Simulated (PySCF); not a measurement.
H2Cl2Si (SMILES Cl[SiH2]Cl), singlet, at a GFN2-xTB geometry; CCSD/6-31G (PySCF).

PySCF was given this input:
```python
from pyscf import gto, scf, cc

mol = gto.M(
    atom='''
Si   -0.02936543   -0.75380550    0.03346055
Cl    1.65605635    0.34030246    0.02683298
Cl   -1.62471822    0.46414191   -0.06254134
H    -0.09164621   -1.50633088    1.27695919
H    -0.02998600   -1.61594636   -1.13836493
''',
    basis='6-31g',
    verbose=4,
)

mf = scf.RHF(mol)
mf.kernel()

mycc = cc.CCSD(mf)
mycc.kernel()
print('E(CCSD) = %.10f' % mycc.e_tot)
mf.analyze()
```

It wrote (shortened):

```
PySCF version 2.14.0

[INPUT] verbose = 4
[INPUT] num. atoms = 5
[INPUT] num. electrons = 50
[INPUT] charge = 0
[INPUT] spin (= nelec alpha-beta = 2S) = 0
[INPUT] symmetry False subgroup None
[INPUT] Mole.unit = angstrom
[INPUT] Symbol           X                Y                Z      unit          X                Y                Z       unit  Magmom
[...]
nuclear repulsion = 195.022327561021
number of shells = 25
number of NR pGTOs = 146
number of NR cGTOs = 43
basis = 6-31g
ecp = {}

******** <class 'pyscf.scf.hf.RHF'> ********
method = RHF
initial guess = minao
damping factor = 0
level_shift factor = 0
DIIS = <class 'pyscf.scf.diis.CDIIS'>
diis_start_cycle = 1
diis_space = 8
diis_damp = 0
SCF conv_tol = 1e-09
SCF conv_tol_grad = None
SCF max_cycles = 50
direct_scf = True
direct_scf_tol = 1e-13
Set gradient conv threshold to 3.16228e-05
Initial guess from minao.
init E= -1209.35335255346
[...]
cycle= 1 E= -1208.96818104805  delta_E= 0.385  |g|= 0.314  |ddm|= 1.95
[...]
cycle= 2 E= -1209.01201692145  delta_E= -0.0438  |g|= 0.089  |ddm|= 0.816
[...]
cycle= 3 E= -1209.01481904793  delta_E= -0.0028  |g|= 0.0151  |ddm|= 0.164
[...]
cycle= 4 E= -1209.01495849215  delta_E= -0.000139  |g|= 0.00344  |ddm|= 0.0424
[...]
cycle= 5 E= -1209.0149685371  delta_E= -1e-05  |g|= 0.00073  |ddm|= 0.0131
[...]
cycle= 6 E= -1209.01496911805  delta_E= -5.81e-07  |g|= 0.000156  |ddm|= 0.00331
[...]
cycle= 7 E= -1209.0149691431  delta_E= -2.5e-08  |g|= 1.35e-05  |ddm|= 0.000768
[...]
cycle= 8 E= -1209.01496914323  delta_E= -1.37e-10  |g|= 1.57e-06  |ddm|= 4.43e-05
[...]
Extra cycle  E= -1209.01496914324  delta_E= -1.36e-12  |g|= 5.25e-07  |ddm|= 4.63e-06
converged SCF energy = -1209.01496914324

******** <class 'pyscf.cc.ccsd.CCSD'> ********
CC2 = 0
CCSD nocc = 25, nmo = 43
max_cycle = 50
direct = 0
conv_tol = 1e-07
conv_tol_normt = 1e-05
diis_space = 6
diis_start_cycle = 0
diis_start_energy_diff = 1e+09
Init t2, MP2 energy = -1209.15395443358  E_corr(MP2) -0.138985290343786
Init E_corr(CCSD) = -0.138985290343939
cycle = 1  E_corr(CCSD) = -0.153872801148712  dE = -0.0148875108  norm(t1,t2) = 0.0447965
cycle = 2  E_corr(CCSD) = -0.159199803095855  dE = -0.00532700195  norm(t1,t2) = 0.0132958
cycle = 3  E_corr(CCSD) = -0.161173680223628  dE = -0.00197387713  norm(t1,t2) = 0.00536331
cycle = 4  E_corr(CCSD) = -0.161440509385208  dE = -0.000266829162  norm(t1,t2) = 0.00105411
cycle = 5  E_corr(CCSD) = -0.161408294630499  dE = 3.22147547e-05  norm(t1,t2) = 0.000332234
cycle = 6  E_corr(CCSD) = -0.161408081075637  dE = 2.13554862e-07  norm(t1,t2) = 7.58184e-05
cycle = 7  E_corr(CCSD) = -0.161408023328886  dE = 5.7746751e-08  norm(t1,t2) = 2.4874e-05
cycle = 8  E_corr(CCSD) = -0.161408042451379  dE = -1.91224931e-08  norm(t1,t2) = 5.7885e-06
CCSD converged
E(CCSD) = -1209.176377185687  E_corr = -0.1614080424513794
E(CCSD) = -1209.1763771857
**** SCF Summaries ****
Total Energy =                       -1209.014969143235248
Nuclear Repulsion Energy =             195.022327561020688
One-electron Energy =                -2060.094806982338923
Two-electron Energy =                  656.057510278083100
Two-electron Coulomb Energy =          732.355124774618616
DFT Exchange-Correlation Energy =      -76.297614496535516
HOMO-LUMO gap [eV] =                    15.491799317628873
**** MO energy ****
[...]
 ** Mulliken pop on meta-lowdin orthogonal AOs  **
 ** Mulliken pop  **
 ** Mulliken atomic charges  **
charge of    0Si =      0.71804
charge of    1Cl =     -0.28722
charge of    2Cl =     -0.28722
charge of    3H =     -0.07180
charge of    4H =     -0.07180
Dipole moment(X, Y, Z, Debye): -0.10613, -2.72424,  0.12093
```
